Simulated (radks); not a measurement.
The promethium ion Pm2+ inside a hard spherical wall (all orbitals vanish at R), configuration held at [Xe] 4f5 and not refilled when levels cross. All-electron calculation, scalar-relativistic Kohn-Sham, LDA (Slater exchange, VWN5 correlation), spin-unpolarised, spherical densities, finite nucleus; Fermi nuclear charge, rms radius 4.962 fm. Program: a radial shooting solver on a logarithmic mesh with Libxc functionals. Eigenvalues in eV, with the zero of energy where the potential of the charges vanishes at infinity; a dash marks a level that is unbound or too diffuse for the functional's potential to be trusted. A positive occupied level is held by the wall or, in an anion where self-interaction has pushed it up, behind a barrier. The pressure on the wall is -dE/dV.

R (bohr) = free: E (hartree) -10012.3204; kinetic (hartree) 10675.264; e(4d) -135.78; e(5s) -55.273; e(5p) -35.959; e(4f) -15.485; e(5d, empty) -13.755; e(6s, empty) -13.598; pressure (GPa) 0
R (bohr) = 6: E (hartree) -10012.3196; kinetic (hartree) 10675.272; e(4d) -135.72; e(5s) -55.232; e(5p) -35.922; e(4f) -15.429; e(5d, empty) -13.575; e(6s, empty) -12.804; pressure (GPa) 0.103
R (bohr) = 3.5: E (hartree) -10012.0923; kinetic (hartree) 10676.974; e(4d) -131.96; e(5s) -52.484; e(5p) -32.946; e(4f) -11.876; e(5d, empty) -7.168; e(6s, empty) 5.984; pressure (GPa) 106
R (bohr) = 3: E (hartree) -10011.5434; kinetic (hartree) 10680.265; e(4d) -126.98; e(5s) -48.572; e(5p) -28.319; e(4f) -7.114; e(5d, empty) 0.484; e(6s, empty) 26.070; pressure (GPa) 499
R (bohr) = 2.5: E (hartree) -10009.6102; kinetic (hartree) 10689.866; e(4d) -115.96; e(5s) -38.563; e(5p) -16.134; e(4f) 3.681; e(5d, empty) 18.511; e(6s, empty) 70.934; pressure (GPa) 2570
R (bohr) = 2: E (hartree) -10002.3367; kinetic (hartree) 10719.908; e(4d) -91.969; e(5s) -9.384; e(5p) 19.083; e(4f) 28.619; e(5d, empty) 65.562; e(6s, empty) 180.78; pressure (GPa) 15800
R (bohr) = 1.5: E (hartree) -9969.7230; kinetic (hartree) 10836.534; e(4d) -32.327; e(5s) 99.672; e(5p) 144.18; e(4f) 95.263; e(5d, empty) 212.60; e(6s, empty) 498.09; pressure (GPa) 140000
